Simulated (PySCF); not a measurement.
Computed shifts of a molecule C₈H₈, HF/pcSseg-1 in PySCF, GIAO, gas phase, equivalent atoms averaged, in ppm (number of nuclei): ¹³C: 149.5 (2), 140.2 (2), 132.0 (2), 122.9 (2). ¹H: 6.68 (2), 6.29 (2), 6.15 (2), 5.62 (2). References: ¹³C against TMS (σ = 192.6 ppm); ¹H against TMS (σ = 31.99 ppm), references at their B3LYP-D3(BJ)/def2-TZVP geometries, non-relativistic. Geometry optimised at ωB97X-D3(BJ)/def2-SVP. Other conformers were not sampled.

### Question
Which structure fits?
A. C=c1ccccc1=C
B. C#CC(=C=CC)C=C
C. C=C=CC(=C)C#CC
D. C#C/C=C/CC#CC

### Answer
A, C=c1ccccc1=C
